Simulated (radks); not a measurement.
The numbers below are computed, except where a source is named.
Question: Species: Ta+. Configuration: [Xe] 4f14 5d(up 1.5, down 1.5) 6s(up 0.5, down 0.5) (fractional occupations, a model configuration). Code: a radial shooting solver on a logarithmic mesh with Libxc functionals. Model: scalar-relativistic Kohn-Sham, PBE, spin-polarised, spherical densities, finite nucleus; Fermi nuclear charge, rms radius 5.3507 fm. Some entries of the table are withheld. Estimate them.

| orbital | occ. | eigenvalue (hartree) | <1/r> (bohr^-1) |
|---|---|---|---|
| 1s | 2 | -2475.211 | 85.40 |
| 2s | 2 | -425.5112 | 19.96 |
| 2p | 6 | -373.0085 | 18.15 |
| 3s | 2 | -97.68282 | 7.387 |
| 3p | 6 | -82.05951 | 6.836 |
| 3d | 10 | -63.80644 | (1) |
| 4s | 2 | -20.12585 | 3.134 |
| 4p | 6 | -14.99933 | (2) |
| 4d | 10 | -8.43055 | 2.532 |
| 5s | 2 | -2.94635 | 1.211 |
| 5p | 6 | (3) | 1.013 |
| 4f | 14 | -1.17272 | 2.002 |
| 6s | 1 | -0.42692 | 0.4104 |
| 5d | 3 | (4) | (5) |

Answer: 
(1) 3d <1/r> (bohr^-1): 6.463
(2) 4p <1/r> (bohr^-1): 2.851
(3) 5p eigenvalue (hartree): -1.71344
(4) 5d eigenvalue (hartree): -0.38542
(5) 5d <1/r> (bohr^-1): 0.6226
